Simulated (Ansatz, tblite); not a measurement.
Spin states of trans-PdCl2(PF3)2 (P₂PdCl₂F₆), formally d⁸, each relaxed with r2SCAN-D4/def2-SVP in Ansatz. Electronic energies in the gas phase.

In the def2 sets Pd takes a core potential; there is no spin–orbit coupling. The xTB rows come from tblite. Correlated methods freeze 26 core orbitals; core or outer-core shells of Pd are correlated, in sets that lack core-valence functions. The rows differ in basis, and correlated rows in double-zeta sets carry the largest basis error. The name describes the singlet; other states may take another shape.

Singlet geometry (C2h within 0.1 Å):

```xyz
11

Pd   -0.0019    0.0019    0.0002
Cl   -1.3752   -1.2803   -1.3463
P     0.6907    0.8861   -1.9406
F    -0.3963    1.5856   -2.8367
F     1.3311   -0.0993   -2.9860
F     1.7901    2.0130   -1.9358
Cl    1.3723    1.2834    1.3462
P    -0.6910   -0.8860    1.9407
F     0.3983   -1.5908    2.8300
F    -1.7928   -2.0106    1.9364
F    -1.3252    0.0970    2.9919
```

Triplet geometry (C2h within 0.1 Å):

```xyz
11

Pd    0.001    0.000    0.000
Cl   -0.312    2.003    1.228
P    -0.653    1.294   -1.910
F     0.224    2.577   -2.219
F    -2.082    1.975   -1.833
F    -0.743    0.696   -3.376
Cl    0.312   -2.003   -1.228
P     0.655   -1.294    1.910
F    -0.230   -2.572    2.220
F     0.747   -0.695    3.375
F     2.080   -1.982    1.833
```

Only these spin states were relaxed.

Second-order perturbation terms are unreliable where d shells bring near-degenerate states, and here MP2/def2-SVP lies more than 0.4 eV from the median of the functionals without such a term.

(1) Estimate which spin state lies lowest at each of these levels, and by how much: GFN1-xTB; GFN2-xTB; HF/def2-SVP; PBE-D4/def2-TZVP; revPBE-D4/def2-TZVP; r2SCAN-D4/def2-TZVP; PBE0-D4/def2-TZVP; r2SCAN0-D4/def2-TZVP; MP2/def2-SVP.

Results:

(1) 
| level | triplet − singlet (kcal/mol) | lowest of these | remarks |
| --- | --- | --- | --- |
| GFN1-xTB | 45.5 | singlet | – |
| GFN2-xTB | 46.1 | singlet | – |
| HF/def2-SVP | 20.7 | singlet | test for broken spin undecided (singlet) |
| PBE-D4/def2-TZVP | 40.4 | singlet | – |
| revPBE-D4/def2-TZVP | 39.6 | singlet | – |
| r2SCAN-D4/def2-TZVP | 43.2 | singlet | – |
| PBE0-D4/def2-TZVP | 45.1 | singlet | – |
| r2SCAN0-D4/def2-TZVP | 45.5 | singlet | – |
| MP2/def2-SVP | 59.4 | singlet | test for broken spin undecided (singlet) |

Change of the triplet − singlet gap on mixing in exact exchange, in kcal/mol: PBE to PBE0 (25 % exact exchange) 4.7; r2SCAN to r2SCAN0 (25 % exact exchange) 2.3. The xTB methods have no spin-polarisation term.
